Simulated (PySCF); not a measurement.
## Dipole polarisabilities along group 11, charge +2

Calculated with PySCF 2.14 for the ground configurations, without spin-orbit coupling: coupled response for Hartree-Fock and DFT. Mean α in bohr³, C₆ of like pairs in atomic units.

```tsv
species	α UHF	α PBE	α PBE0	C₆ UHF	C₆ PBE	C₆ PBE0
Cu(2+) [Ar] 3d9 (aug-cc-pVDZ-PP with ECP10MDF, ECP)	2.070	2.604	2.416	4.933	6.030	5.657
Ag(2+) [Kr] 4d9 (aug-cc-pVDZ-PP with ECP28MDF, ECP)	5.082	5.808	5.563	25.49	29.47	28.18
Au(2+) [Xe] 4f14 5d9 (aug-cc-pVDZ-PP with ECP60MDF, ECP)	7.552	8.379	8.102	48.04	54.00	52.12
```
